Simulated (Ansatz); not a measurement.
Saddle point of BNH2BrCl, singlet (BNH₂BrCl ([NH2][B]([Cl])[Br]) → BNHCl ([NH][B][Cl]) + HBr; bonds formed: Br2–H4; bonds broken: B1–Br2, N3–H4), PBE0-D4/def2-TZVP structure:

| atom | x (Å) | y (Å) | z (Å) |
| --- | --- | --- | --- |
| B1 | -0.6429 | 0.2853 | -0.4971 |
| Br2 | 1.9686 | 0.9241 | 0.7997 |
| N3 | -0.2771 | -0.7744 | 0.1463 |
| H4 | 0.8081 | -0.3322 | 0.6142 |
| Cl5 | -1.2046 | 1.5918 | -1.3562 |
| H6 | -0.6521 | -1.6948 | 0.2931 |

Energies are electronic, without zero-point energy. Barriers and step energies count from the start structure reached by relaxing down the imaginary mode; all methods use the PBE0-D4 structures, on which another method's saddle can fall below an end. Computed with Ansatz 0.2.0 (basis: def2-TZVPP, with def2-QZVPP for the basis limit); correlated methods freeze the cores. Filled d shells of the heavier atoms are correlated. The def2 sets are not built for correlating such inner shells, so the correlated values are less sure here. B3LYP uses VWN-RPA correlation. Extrapolation: Hartree–Fock as exp(−7.88 √X), correlation as X^−2.97.

| method | barrier (eV) | step energy (eV) |
| --- | --- | --- |
| SPW92 | 2.694 | 2.530 |
| PBE-D4 | 2.687 | 2.349 |
| BLYP-D4 | ? | 2.135 |
| r2SCAN-D4 | 2.805 | 2.459 |
| B97M-V | 2.891 | 2.401 |
| PBE0-D4 | ? | 2.519 |
| B3LYP-D4 | 2.780 | 2.296 |
| r2SCAN0-D4 | 2.968 | 2.573 |
| BHLYP-D4 | 3.028 | 2.489 |
| CAM-B3LYP-D4 | 2.911 | 2.369 |
| wB97X-V | ? | 2.513 |
| wB97M-V | 2.967 | 2.444 |
| B2PLYP | 2.878 | 2.310 |
| PBE-QIDH | 3.078 | 2.580 |
| RPA on PBE | 3.019 | 2.331 |
| HF | 3.229 | 2.502 |
| MP2 | 3.022 | 2.420 |
| CCSD | 3.103 | 2.422 |
| CCSD(T) | 3.028 | 2.386 |

Question: Fill in the withheld barriers. (Judge from chemistry; the value comes from the calculation.)

Answer: Computed: wB97X-V 3.049; BLYP-D4 2.572; PBE0-D4 2.921 eV. Each is the energy of the saddle less that of the start structure, by the same method.

For comparison, the barrier by CCSD(T) at an estimated basis limit (MP2 extrapolated from triple and quadruple zeta, plus CCSD(T) − MP2 in triple zeta) is 3.021 eV.

T1 diagnostic: at most 0.013.

Labels in which every atom is bracketed show which atoms are joined, not bond orders.

For scale, one of the runs: CCSD(T)/def2-TZVPP, 180 basis functions, launched by `ansatz run in.yaml --threads 4 --pin off --events-out ev --progress --plain --max-ram 9574MiB`. Hardware: 4 CPU threads of an Arm Neoverse V1, shared host. Wall time 43 s; peak host memory 1.8 GiB.
